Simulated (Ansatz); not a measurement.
C2H9ClOSi2, SMILES C[Si@@H](Cl)[C@@H](O)[SiH3].

The structure is a stationary point at B3LYP-D3(BJ)/def2-SVP. The structure was generated by enumeration; whether it is a known compound was not checked. The values are those of a single conformer.

Two levels are set side by side: PBE/def2-SVPD (Ansatz, a program for electronic structure) and PBE0/def2-SVPD (Ansatz). Energy differences of separate SCF runs at the same geometry; the states with an electron removed or added have multiplicity 2 and 2. Differences are taken from unrounded values.

| quantity | PBE0 |
|---|---|
| vertical ionisation energy (eV) | 9.66 |
| vertical singlet–triplet gap (eV) | 6.03 |

What does PBE give, and how far is it from PBE0? (An estimate is asked for; the answer gives what the named calculation found.)


| quantity | PBE | PBE minus PBE0 |
|---|---|---|
| vertical ionisation energy (eV) | 9.23 | -0.43 |
| vertical singlet–triplet gap (eV) | 5.55 | -0.48 |
